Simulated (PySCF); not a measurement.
H6O4SiTi, SMILES [OH][Ti]1([OH])([OH])[O][SiH3]->1, multiplicity 1.

Geometry optimised at PBE-D3(BJ)/def2-SVP. The multiplicity is an assumed one; other spin states were not compared. The values are those of a single conformer.

All values below come from PBE-D3(BJ)/def2-SVP in PySCF.

Frequencies are harmonic and unscaled.

A small imaginary wavenumber (i) marks a very flat motion, where grid noise or a shallow saddle decides the sign.

**Question.** Give all harmonic wavenumbers and intensities. (The exact figures need the calculation; the answer reports its results.)

**Answer.** 
```
mode  ν (cm⁻¹)  IR (km/mol)  moving atoms (share of kinetic energy)
----  --------  -----------  --------------------------------------
1          18i          4.1                 O 63 %, Si 17 %, H 16 %
2          17i          4.1                 O 63 %, Si 17 %, H 16 %
3          11i          0.0                                  H 96 %
4          157         34.6                          O 51 %, H 46 %
5          158         34.4                          O 51 %, H 46 %
6          162         39.3                          H 57 %, O 29 %
7          191          4.7                  O 57 %, H 34 %, Ti 9 %
8          191          4.5                  O 56 %, H 34 %, Ti 9 %
9          241         37.0                 O 52 %, H 38 %, Ti 10 %
10         241         37.1                 O 52 %, H 38 %, Ti 10 %
11         269        119.1                 H 46 %, O 44 %, Si 10 %
12         439         84.5                H 66 %, Si 15 %, Ti 13 %
13         466        196.4                          H 72 %, O 27 %
14         466        196.7                          H 72 %, O 27 %
15         487          0.9        O 30 %, Ti 24 %, H 24 %, Si 22 %
16         695         42.4                          H 84 %, Si 9 %
17         695         42.7                          H 84 %, Si 9 %
18         728        229.7                 O 70 %, Ti 19 %, H 10 %
19         771        166.6                  O 56 %, Ti 36 %, H 8 %
20         771        167.0                  O 56 %, Ti 36 %, H 8 %
21         913         74.1                                  H 96 %
22         913         74.1                                  H 96 %
23         954        688.4                         H 75 %, Si 18 %
24        1029        453.5                          O 74 %, H 15 %
25        2153        118.6                                  H 99 %
26        2154        148.8                                  H 96 %
27        2154        150.2                                  H 96 %
28        3772        173.8                                  H 94 %
29        3772        173.6                                  H 94 %
30        3777        162.6                                  H 94 %
```
